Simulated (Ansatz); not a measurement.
A run for Ansatz (a program for electronic structure): R-PBE0/def2-TZVPP on BeHI (SMILES [BeH][I]). Elements past Kr take the def2 small-core potentials; no spin–orbit coupling.

Ansatz 0.2 input:
```yaml
crystal:
  periodic: [false, false, false]
  atoms:
    - {symbol: Be, position_ang: [-0.00000000, 0.00000000, -1.95754223]}
    - {symbol: H, position_ang: [0.00000000, -0.00000000, -3.28892511]}
    - {symbol: I, position_ang: [0.00000000, -0.00000000, 0.20993656]}
basis:
  gaussian:
    orbitals: def2-TZVPP
hamiltonian:
  xc: {name: PBE0}
accuracy: high
phonons: {}
scf: {lower_state_search: off}
```

It printed:

```
WARN ansatz: RAYON_NUM_THREADS=1 ignored (pool sized by the plan → 1); use --threads N
Functional definition: PBE0
these checks for a lower state are left out or cut short: stability, starts, cluster_reference, orbital_swaps, neighbouring_geometries, increment
integrals: 0.08 GiB planned
1398 factors; integrals over basis functions are off by at most 1.8e-9 eV
mean field: 0.31 GiB planned
mean field evaluation 1: about -8519.0549 eV, gradient 8.5e0 eV
mean field evaluation 2: about -8519.2334 eV, gradient 5.2e0 eV
mean field evaluation 4: about -8519.2969 eV, gradient 6.5e-1 eV
mean field evaluation 8: about -8519.2995 eV, gradient 3.9e-3 eV
mean field evaluation 16: about -8519.2995 eV, gradient 3.1e-8 eV
mean field -8519.29947518 eV, -313.0784811244 hartree, gradient 2.9e-8 eV, S^2 0.000000; 0 other end points of the search recorded, 0 dependent functions left out
the calculation of the forces begins
reference -8519.29947770 eV, -313.0784812168 hartree; 15, 15 occupied and 68, 68 virtual orbitals, 1398 factors
these checks for a lower state are left out or cut short: stability, starts, cluster_reference, orbital_swaps, neighbouring_geometries, increment
integrals: 0.08 GiB planned
1398 factors; integrals over basis functions are off by at most 1.8e-9 eV
mean field: 0.31 GiB planned
mean field -8519.29946955 eV, -313.0784809174 hartree, gradient 3.0e-8 eV, S^2 0.000000; 0 other end points of the search recorded, 0 dependent functions left out
the calculation of the forces begins
reference -8519.29947206 eV, -313.0784810097 hartree; 15, 15 occupied and 68, 68 virtual orbitals, 1398 factors
these checks for a lower state are left out or cut short: stability, starts, cluster_reference, orbital_swaps, neighbouring_geometries, increment
integrals: 0.08 GiB planned
1398 factors; integrals over basis functions are off by at most 1.8e-9 eV
mean field: 0.31 GiB planned
mean field evaluation 32: about -8519.2995 eV, gradient 3.0e-8 eV
mean field -8519.29946955 eV, -313.0784809174 hartree, gradient 3.0e-8 eV, S^2 0.000000; 0 other end points of the search recorded, 0 dependent functions left out
the calculation of the forces begins
reference -8519.29947206 eV, -313.0784810097 hartree; 15, 15 occupied and 68, 68 virtual orbitals, 1398 factors
these checks for a lower state are left out or cut short: stability, starts, cluster_reference, orbital_swaps, neighbouring_geometries, increment
integrals: 0.08 GiB planned
1398 factors; integrals over basis functions are off by at most 1.8e-9 eV
mean field: 0.31 GiB planned
mean field -8519.29946955 eV, -313.0784809174 hartree, gradient 3.0e-8 eV, S^2 0.000000; 0 other end points of the search recorded, 0 dependent functions left out
the calculation of the forces begins
reference -8519.29947206 eV, -313.0784810097 hartree; 15, 15 occupied and 68, 68 virtual orbitals, 1398 factors
these checks for a lower state are left out or cut short: stability, starts, cluster_reference, orbital_swaps, neighbouring_geometries, increment
integrals: 0.08 GiB planned
1398 factors; integrals over basis functions are off by at most 1.8e-9 eV
mean field: 0.31 GiB planned
mean field -8519.29946955 eV, -313.0784809174 hartree, gradient 3.0e-8 eV, S^2 0.000000; 0 other end points of the search recorded, 0 dependent functions left out
the calculation of the forces begins
reference -8519.29947206 eV, -313.0784810097 hartree; 15, 15 occupied and 68, 68 virtual orbitals, 1398 factors
these checks for a lower state are left out or cut short: stability, starts, cluster_reference, orbital_swaps, neighbouring_geometries, increment
integrals: 0.08 GiB planned
1398 factors; integrals over basis functions are off by at most 1.8e-9 eV
mean field: 0.31 GiB planned
mean field -8519.29938765 eV, -313.0784779074 hartree, gradient 5.7e-8 eV, S^2 0.000000; 0 other end points of the search recorded, 0 dependent functions left out
the calculation of the forces begins
reference -8519.29939016 eV, -313.0784779998 hartree; 15, 15 occupied and 68, 68 virtual orbitals, 1398 factors
these checks for a lower state are left out or cut short: stability, starts, cluster_reference, orbital_swaps, neighbouring_geometries, increment
integrals: 0.08 GiB planned
1398 factors; integrals over basis functions are off by at most 1.7e-9 eV
mean field: 0.31 GiB planned
mean field -8519.29938681 eV, -313.0784778767 hartree, gradient 6.5e-8 eV, S^2 0.000000; 0 other end points of the search recorded, 0 dependent functions left out
the calculation of the forces begins
reference -8519.29938932 eV, -313.0784779690 hartree; 15, 15 occupied and 68, 68 virtual orbitals, 1398 factors
these checks for a lower state are left out or cut short: stability, starts, cluster_reference, orbital_swaps, neighbouring_geometries, increment
integrals: 0.08 GiB planned
1398 factors; integrals over basis functions are off by at most 1.8e-9 eV
mean field: 0.31 GiB planned
mean field evaluation 64: about -8519.2995 eV, gradient 7.6e-6 eV
mean field -8519.29947302 eV, -313.0784810450 hartree, gradient 1.4e-8 eV, S^2 0.000000; 0 other end points of the search recorded, 0 dependent functions left out
the calculation of the forces begins
reference -8519.29947553 eV, -313.0784811373 hartree; 15, 15 occupied and 68, 68 virtual orbitals, 1398 factors
these checks for a lower state are left out or cut short: stability, starts, cluster_reference, orbital_swaps, neighbouring_geometries, increment
integrals: 0.08 GiB planned
1398 factors; integrals over basis functions are off by at most 1.8e-9 eV
mean field: 0.31 GiB planned
mean field -8519.29947302 eV, -313.0784810450 hartree, gradient 1.4e-8 eV, S^2 0.000000; 0 other end points of the search recorded, 0 dependent functions left out
the calculation of the forces begins
reference -8519.29947553 eV, -313.0784811373 hartree; 15, 15 occupied and 68, 68 virtual orbitals, 1398 factors
these checks for a lower state are left out or cut short: stability, starts, cluster_reference, orbital_swaps, neighbouring_geometries, increment
integrals: 0.08 GiB planned
1398 factors; integrals over basis functions are off by at most 1.8e-9 eV
mean field: 0.31 GiB planned
mean field -8519.29947302 eV, -313.0784810450 hartree, gradient 1.4e-8 eV, S^2 0.000000; 0 other end points of the search recorded, 0 dependent functions left out
the calculation of the forces begins
reference -8519.29947553 eV, -313.0784811373 hartree; 15, 15 occupied and 68, 68 virtual orbitals, 1398 factors
these checks for a lower state are left out or cut short: stability, starts, cluster_reference, orbital_swaps, neighbouring_geometries, increment
integrals: 0.08 GiB planned
1398 factors; integrals over basis functions are off by at most 1.8e-9 eV
mean field: 0.31 GiB planned
mean field -8519.29947302 eV, -313.0784810450 hartree, gradient 1.4e-8 eV, S^2 0.000000; 0 other end points of the search recorded, 0 dependent functions left out
the calculation of the forces begins
reference -8519.29947553 eV, -313.0784811373 hartree; 15, 15 occupied and 68, 68 virtual orbitals, 1398 factors
these checks for a lower state are left out or cut short: stability, starts, cluster_reference, orbital_swaps, neighbouring_geometries, increment
integrals: 0.08 GiB planned
1398 factors; integrals over basis functions are off by at most 1.8e-9 eV
mean field: 0.31 GiB planned
mean field -8519.29942628 eV, -313.0784793273 hartree, gradient 2.7e-8 eV, S^2 0.000000; 0 other end points of the search recorded, 0 dependent functions left out
the calculation of the forces begins
reference -8519.29942879 eV, -313.0784794196 hartree; 15, 15 occupied and 68, 68 virtual orbitals, 1398 factors
these checks for a lower state are left out or cut short: stability, starts, cluster_reference, orbital_swaps, neighbouring_geometries, increment
integrals: 0.08 GiB planned
1398 factors; integrals over basis functions are off by at most 1.8e-9 eV
mean field: 0.31 GiB planned
mean field evaluation 96: about -8519.2974 eV, gradient 7.1e-2 eV
mean field -8519.29942720 eV, -313.0784793609 hartree, gradient 2.7e-8 eV, S^2 0.000000; 0 other end points of the search recorded, 0 dependent functions left out
the calculation of the forces begins
reference -8519.29942971 eV, -313.0784794532 hartree; 15, 15 occupied and 68, 68 virtual orbitals, 1398 factors
these checks for a lower state are left out or cut short: stability, starts, cluster_reference, orbital_swaps, neighbouring_geometries, increment
integrals: 0.08 GiB planned
1398 factors; integrals over basis functions are off by at most 1.8e-9 eV
mean field: 0.31 GiB planned
mean field -8519.29947437 eV, -313.0784810945 hartree, gradient 2.8e-8 eV, S^2 0.000000; 0 other end points of the search recorded, 0 dependent functions left out
the calculation of the forces begins
reference -8519.29947688 eV, -313.0784811868 hartree; 15, 15 occupied and 68, 68 virtual orbitals, 1398 factors
these checks for a lower state are left out or cut short: stability, starts, cluster_reference, orbital_swaps, neighbouring_geometries, increment
integrals: 0.08 GiB planned
1398 factors; integrals over basis functions are off by at most 1.8e-9 eV
mean field: 0.31 GiB planned
mean field -8519.29947437 eV, -313.0784810945 hartree, gradient 2.8e-8 eV, S^2 0.000000; 0 other end points of the search recorded, 0 dependent functions left out
the calculation of the forces begins
reference -8519.29947688 eV, -313.0784811868 hartree; 15, 15 occupied and 68, 68 virtual orbitals, 1398 factors
these checks for a lower state are left out or cut short: stability, starts, cluster_reference, orbital_swaps, neighbouring_geometries, increment
integrals: 0.08 GiB planned
1398 factors; integrals over basis functions are off by at most 1.8e-9 eV
mean field: 0.31 GiB planned
mean field -8519.29947437 eV, -313.0784810945 hartree, gradient 2.8e-8 eV, S^2 0.000000; 0 other end points of the search recorded, 0 dependent functions left out
the calculation of the forces begins
reference -8519.29947688 eV, -313.0784811868 hartree; 15, 15 occupied and 68, 68 virtual orbitals, 1398 factors
these checks for a lower state are left out or cut short: stability, starts, cluster_reference, orbital_swaps, neighbouring_geometries, increment
integrals: 0.08 GiB planned
1398 factors; integrals over basis functions are off by at most 1.8e-9 eV
mean field: 0.31 GiB planned
mean field evaluation 128: about -8519.2995 eV, gradient 2.4e-8 eV
mean field -8519.29947437 eV, -313.0784810945 hartree, gradient 2.8e-8 eV, S^2 0.000000; 0 other end points of the search recorded, 0 dependent functions left out
the calculation of the forces begins
reference -8519.29947688 eV, -313.0784811868 hartree; 15, 15 occupied and 68, 68 virtual orbitals, 1398 factors
these checks for a lower state are left out or cut short: stability, starts, cluster_reference, orbital_swaps, neighbouring_geometries, increment
integrals: 0.08 GiB planned
1398 factors; integrals over basis functions are off by at most 1.7e-9 eV
mean field: 0.31 GiB planned
mean field -8519.29943587 eV, -313.0784796798 hartree, gradient 5.9e-8 eV, S^2 0.000000; 0 other end points of the search recorded, 0 dependent functions left out
the calculation of the forces begins
reference -8519.29943839 eV, -313.0784797721 hartree; 15, 15 occupied and 68, 68 virtual orbitals, 1398 factors
these checks for a lower state are left out or cut short: stability, starts, cluster_reference, orbital_swaps, neighbouring_geometries, increment
integrals: 0.08 GiB planned
1398 factors; integrals over basis functions are off by at most 1.8e-9 eV
mean field: 0.31 GiB planned
mean field -8519.29943579 eV, -313.0784796768 hartree, gradient 5.0e-8 eV, S^2 0.000000; 0 other end points of the search recorded, 0 dependent functions left out
the calculation of the forces begins
reference -8519.29943830 eV, -313.0784797691 hartree; 15, 15 occupied and 68, 68 virtual orbitals, 1398 factors
Total energy: -8519.29947770 eV, -313.0784812168 hartree
Atom 0 at     0.000000     0.000000    -1.957542 Å, force     0.000000     0.000000     0.000150 eV/Å
Atom 1 at     0.000000     0.000000    -3.288925 Å, force    -0.000000    -0.000000    -0.000117 eV/Å
Atom 2 at     0.000000     0.000000     0.209937 Å, force     0.000000    -0.000000    -0.000033 eV/Å
Dipole moment:    -0.000000    -0.000000    -0.006764 e Å
Vibrations: 491.53 491.53 604.43 2166.36 cm⁻¹, zero-point energy 0.232710 eV
Checks for a lower state left out: stability, starts, cluster_reference, orbital_swaps, neighbouring_geometries, increment
```

The run converged.

Cost: around 40 core-seconds (rough).
